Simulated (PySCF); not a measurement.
Working out the ionisation energy of Co

Co [Ar] 3d7 4s2 (4F) → Co⁺ [Ar] 3d8 (3F). All numbers are calculated (PySCF 2.14, no relativity, point nucleus, in aug-cc-pVTZ with one added diffuse shell each of s, p, d, f, g type (9s8p6d4f3g, 118 functions)). Frozen: [Ar]. Energies in hartree (1 hartree = 27.21139 eV):

| part | Co (lower) | Co⁺ (upper) |
| --- | --- | --- |
| UHF | -1381.425291 | -1381.136842 |
| MP2 opposite-spin | -0.157310 | -0.180771 |
| MP2 same-spin | -0.098693 | -0.107483 |

**Question.** What does Hartree-Fock give?

**Answer.** (-1381.136842) − (-1381.425291) = 0.288449 hartree = 7.849 eV.

**Question.** What do MP2 and SCS-MP2 (6/5 opposite-spin, 1/3 same-spin) give?

**Answer.** The opposite-spin parts differ by -0.638 eV and the same-spin parts by -0.239 eV. MP2: 7.849 + (-0.638) + (-0.239) = 6.972 eV. SCS-MP2: 7.849 + 1.2 × (-0.638) + (-0.239)/3 = 7.004 eV.

Measured between the centres of the two terms (NIST): 7.869 eV, so MP2 (valence) is off by -0.897 eV.

The calculation is non-relativistic.

What remains against the reference includes basis incompleteness, the frozen core and correlation beyond second order.
